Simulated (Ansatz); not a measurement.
Coupled-cluster diagnostics for the cluster Zn2O2, Ansatz.

Geometry of the singlet (PBE0-D4/def2-SVP):

```xyz
4

Zn   -0.9880   -0.1749   -1.1671
Zn   -0.5284    1.2082    0.7938
O     0.6289   -0.9056   -0.3649
O     0.8875   -0.1276    0.7382
```

Correlated methods freeze 20 core orbitals. The structure holds one bond between oxygen atoms, so isomers without such links may lie far lower. At PBE0-D4/def2-TZVP a triplet of charge 0 lies 0.20 eV below the restricted singlet, each at its own geometry. The structure comes from a short search, and lower isomers may exist.

(1) Estimate the CCSD(T) correlation energy, the shares of MP2 and (T), T1 and the reference's ⟨S²⟩ for: charge 0, singlet, own geometry in def2-TZVPP; and the rough time on 2 threads of Arm Neoverse V1 on a shared host.

Answers

(1) 
| state | basis | correlation (eV) | MP2 share (%) | (T) share (%) | T1 | ⟨S²⟩ (pure) | wall time | remarks |
| --- | --- | --- | --- | --- | --- | --- | --- | --- |
| charge 0, singlet, own geometry | def2-TZVPP | -39.594 | 102.4 | 4.2 | 0.045 | 0.00 (0.00) | 54 s | large T1, restricted SCF unstable |
Customary marks for T1 are 0.02 (closed shells), 0.045 (open shells) and about 0.05 (3d metals). T1 exceeds 0.02 in 1 of 1 rows and 0.045 in 0; the higher it lies, the less the single-reference result can be trusted.
